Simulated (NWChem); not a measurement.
BeH₂SeO; SMILES [Be]([SeH])[OH]

```xyz
5

Be     0.0089    -1.2037    -0.0140
O      0.0178    -2.6093    -0.0419
H      0.0283    -3.3881     0.5073
Se     0.0362     0.8297    -0.0034
H     -1.4363     0.8666     0.0007
```
Atoms are numbered in this order, from 1.

Computed with NWChem. Medium grid unless said otherwise, to which SCAN and Minnesota functionals are sensitive. Coordinates come from a PBE0/def2-SVP optimisation. Total energies of different functionals are on different scales.

```tsv
level	energy (Ha)	highest occupied level (eV)	orbital gap (eV)	dipole (D)
B3LYP/def2-TZVP	-2492.9099	-6.81	6.05	1.92
PBE/def2-TZVP	-2492.3865	?	?	1.88
Hartree-Fock/def2-TZVP	-2490.6508	-9.60	10.88	2.02
M06-2X/def2-TZVP	-2492.8570	-8.17	7.99	1.97
r2SCAN/def2-TZVP	-2492.8039	-6.20	5.55	1.96
TPSSh/def2-TZVP	-2492.7969	-6.46	5.74	1.94
M06-L/def2-TZVP	-2492.7714	-5.99	5.50	1.87
```

Some entries are withheld; supply them.


- PBE/def2-TZVP, highest occupied level (eV): -5.92
- PBE/def2-TZVP, orbital gap (eV): 4.76
